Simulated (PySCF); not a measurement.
Species: C2H7BOSi.
Z-matrix (Å and degrees, PBE0-D3(BJ)/def2-SVP geometry), rows numbered from 1:
```
B 
C   1  1.5195
C   2  1.3541  1  118.80
O   3  1.3317  2  123.90  1  -179.90
Si  4  1.6935  3  126.19  2   179.69
H   1  1.2141  2  119.12  3    -0.11
H   1  1.2101  2  122.05  3   179.85
H   2  1.0956  1  124.39  3  -179.82
H   3  1.1018  2  119.86  1     0.11
H   5  1.4831  4  105.30  3  -179.89
H   5  1.4912  4  109.38  3   -60.07
H   5  1.4912  4  109.38  3    60.24
```

Level: PBE0/pcSseg-1 in PySCF, non-relativistic, on one gas-phase PBE0-D3(BJ)/def2-SVP geometry that isn't relaxed in the solvent. The solvent is an IEF-PCM continuum (cavity from Bondi-type radii × 1.2). Only the electrostatic response of the medium enters.

| run | E − E(gas) (kcal/mol) | HOMO (eV) | HOMO–LUMO gap (eV) | dipole (D) |
| --- | --- | --- | --- | --- |
| gas | 0.00 | -7.48 | 5.92 | 3.30 |
| P | -1.20 | -7.48 | 5.89 | 3.65 |
| Q | -2.60 | -7.50 | 5.87 | 4.04 |

**Question.** The runs were made in cyclohexane and dichloromethane. Which run belongs to which solvent?

**Answer.** P = cyclohexane, Q = dichloromethane. The dielectric constants are 2.017 (cyclohexane), 8.93 (dichloromethane), and the energy falls further as ε rises. In this model the ground state sees the solvent through ε alone.

**Question.** How constant is the ratio of the lowering to (ε − 1)/(2ε + 1)?

**Answer.** 
| solvent | (ε − 1)/(2ε + 1) | E − E(gas) (kcal/mol) | ratio (kcal/mol) | polarisation term (kcal/mol) |
| --- | --- | --- | --- | --- |
| cyclohexane | 0.202 | -1.20 | -5.9 | -1.28 |
| dichloromethane | 0.420 | -2.60 | -6.2 | -2.98 |

The ratio changes by +4.3 % in size from cyclohexane to dichloromethane. The polarisation term is half the interaction of the solute with the induced surface charges.
